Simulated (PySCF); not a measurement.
Compound: C4H14N2Si.
Bonds: C1–N2, N2–C3, N2–Si4, Si4–N5, N5–C6, N5–C7. Hydrogens: H8, H9, H10 on C1; H11, H12, H13 on C3; H14, H15 on Si4; H16, H17, H18 on C6; H19, H20, H21 on C7.

Torsions of this conformer, `[CH3:1][N:2]([CH3:3])[SiH2:4][N:5]([CH3:6])[CH3:7]`: C1–N2–Si4–N5 -51°, N2–Si4–N5–C6 141°.

The closed-shell ground state was solved at several levels (PySCF, density fitting, gas phase, non-relativistic). The structure is a single PBE0-D3(BJ)/def2-SVP conformer in the gas phase; no vibrational or solvent corrections.

| level | basis functions | total energy (Eh) | HOMO (eV) | LUMO (eV) | gap (eV) | dipole (D) |
| --- | --- | --- | --- | --- | --- | --- |
| PBE0/pcSseg-1 | 196 | -559.3749 | -6.19 | 1.27 | 7.46 | 0.86 |
| B3LYP/pcSseg-1 | 196 | -559.8586 | -5.97 | 0.97 | 6.94 | 0.84 |

Q: Estimate the row for CAM-B3LYP/def2-SVPD, a basis of 256 functions; the other rows only guide the guess.

A: Total energy -559.4558 Eh, HOMO -7.57 eV, LUMO 1.22 eV, gap 8.79 eV, dipole 0.75 D.

Q: Over all these levels, which gives the widest orbital gap and which the narrowest?

A: CAM-B3LYP/def2-SVPD (range-separated hybrid) has the widest, 8.79 eV, and B3LYP/pcSseg-1 (global hybrid, 20 % exact exchange) the narrowest, 6.94 eV. Functional and basis both differ between the two, so the spread mixes both effects.

Q: How far do the dipole and the HOMO energy spread over the levels?

A: The dipole runs from 0.75 to 0.86 D (mean 0.82 D) and the HOMO from -7.57 to -5.97 eV.
